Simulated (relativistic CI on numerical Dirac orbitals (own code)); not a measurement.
**Hyperfine structure of Sr23+, mass number 87**

Method of calculation: Dirac-Coulomb-Breit CI, orbitals from a KLI potential per configuration, model QED (radiative potential, 1s self-energy scaled to tabulated hydrogen-like ionisation energies), unscaled Slater integrals (own radial code, finite nucleus).

Configurations in the expansion (outside the closed core [Ne]): 3s2 3p3, 3s 3p4, 3s2 3p2 3d, 3p5, 3s 3p3 3d, 3p4 3d, 3s 3p2 3d2, 3s2 3p 3d 4p, 3p4 4s, 3s2 3p2 4s, 3s 3p2 3d 4s, 3p4 4p, 3s2 3p2 4p, 3s2 3p 3d2, 3s2 3d3, 3s 3p 3d3, 3s2 3d2 4s, 3s2 3d2 4p, 3p3 3d2, 3p2 3d3, 3p2 3d2 4s, 3p2 3d2 4p, 3s2 3p 3d 4s, 3s 3p 3d2 4s, 3s2 3d 4s2, 3s2 3d 4s 4p. Double excitations out of closed p, d and f shells are left out; levels of such configurations are missing from the list, as are those of other unlisted configurations, and high levels can miss mixing partners.

Nuclear spin I = 9/2, μ = -1.09316 μN, Q = 0.305 b (tables of Stone and Pyykkö). The electronic factors are computed for point nuclear moments, without core polarisation or the Bohr-Weisskopf and QED corrections.

| Level | E (cm⁻¹) | A (MHz) | B (MHz) |
| --- | --- | --- | --- |
| 3s2 3p3 2D°_3/2 | 98294 | -2130 | 7530 |
| 3s2 3p3 2D°_5/2 | 133707 | -9224 | -43.5 |
| 3s2 3p3 2P°_1/2 | 183945 | -26590 |  |
| 3s2 3p3 2P°_3/2 | 271081 | -5169 | -12600 |
| 3s 3p4 4P_5/2 | 574309 | -19310 | 7170 |
| 3s 3p4 4P_3/2 | 638562 | -8731 | -8130 |
| 3s 3p4 4P_1/2 | 652954 | -50020 |  |
| 3s 3p4 2D_5/2 | 754093 | -20830 | -17600 |

Levels with J = 0, under 50 % of one LS term, or S terms without an open s electron are left out. Small factors come from cancelling terms and can be off by tens of per cent or more.

At this charge energies of transitions that change n are usually good to better than 1 %, and those within a shell (Δn = 0) to a few per cent.

Q: Give the hyperfine levels of 3s2 3p3 2D°_5/2 relative to its centre of gravity.

A: With K = F(F + 1) − I(I + 1) − J(J + 1), E = AK/2 + B[¾K(K + 1) − I(I + 1)J(J + 1)]/[2I(2I − 1)J(2J − 1)]: F = 2: 126800, F = 3: 99160, F = 4: 62270, F = 5: 16160, F = 6: -39190, F = 7: -103800 MHz.

LS names give the leading component of a level, which can be under half, so a name can repeat, a term be missing and a line seem to break the LS rules.
